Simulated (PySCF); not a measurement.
Input and output of a geometry optimisation on `S=C1CC[C@@H](n2cccc2)C1`.

Method: PBE0-D3(BJ)/def2-SVP geometry optimisation, gas phase in PySCF 2.14.0.

Input of the driver that calls PySCF (job settings, then Cartesian coordinates in Å, the GFN2-xTB start):

```
{"job": {"xc": "PBE0", "basis": "def2-SVP", "d3": "d3bj", "grid": 1, "kind": "geom"}, "charge": 0, "multiplicity": 1}
S     -3.1967     1.0052     1.6268
C     -2.1652     0.3410     0.5721
C     -1.8326     0.8939    -0.7774
C     -0.9956    -0.1868    -1.4616
C     -0.3385    -0.9674    -0.3038
N      0.9003    -0.3612     0.1099
C      2.1295    -0.7677    -0.3104
C      3.0725     0.0804     0.1979
C      2.3870     1.0480     0.9575
C      1.0547     0.7518     0.8794
C     -1.3987    -0.9234     0.8034
H     -1.2581     1.8153    -0.6490
H     -2.7345     1.1591    -1.3299
H     -0.2468     0.2264    -2.1356
H     -1.6400    -0.8588    -2.0291
H     -0.1084    -1.9941    -0.6052
H      2.2401    -1.6326    -0.9354
H      4.1320     0.0163     0.0485
H      2.8245     1.8633     1.4989
H      0.2201     1.2486     1.3327
H     -0.9720    -0.9683     1.8060
H     -2.0842    -1.7695     0.7035
```

The driver printed:

```
step   0  E = -801.49313177  max force = 0.011956
step   1  E = -801.49587064  max force = 0.002145
step   2  E = -801.49594676  max force = 0.001432
step   3  E = -801.49600307  max force = 0.002710
step   4  E = -801.49607492  max force = 0.002673
step   5  E = -801.49603318  max force = 0.003939
step   6  E = -801.49611589  max force = 0.002456
step   7  E = -801.49614557  max force = 0.000487
step   8  E = -801.49614688  max force = 0.000293
optimisation converged
```

Energies are in Eh and forces in Eh/bohr. The run used 213 basis functions and 67 SCF iterations in all.

The run took about 6 min of CPU time (one thread, shared machine).

Question: How much energy does the optimisation gain, and how much of it in the first step?

Answer: 1.9 kcal/mol (82 meV) from step 0 to step 8; the first step changes the energy by -1.7 kcal/mol. The largest force component goes from 0.0120 to 0.00029 Eh/bohr.

Final geometry (Å):

```xyz
22
angstrom
S     -2.8416    0.8365    1.5673
C     -1.8588    0.0495    0.5471
C     -1.4667    0.4940   -0.8418
C     -0.7025   -0.6838   -1.4456
C     -0.0673   -1.3810   -0.2290
N      1.1680   -0.7415    0.1859
C      2.3841   -1.0061   -0.3869
C      3.3140   -0.1327    0.1354
C      2.6284    0.7001    1.0592
C      1.3074    0.3045    1.0642
C     -1.1634   -1.2606    0.8284
H     -0.8136    1.3772   -0.7334
H     -2.3414    0.8278   -1.4185
H      0.0518   -0.3888   -2.1880
H     -1.3987   -1.3853   -1.9330
H      0.1746   -2.4314   -0.4470
H      2.4901   -1.8034   -1.1202
H      4.3743   -0.1088   -0.1084
H      3.0540    1.4954    1.6679
H      0.4648    0.6846    1.6374
H     -0.8245   -1.3547    1.8690
H     -1.9044   -2.0624    0.6615
```

Point group C1. No frequency check. After the best overlay, start and end differ by 0.18 Å (root mean square over atoms).
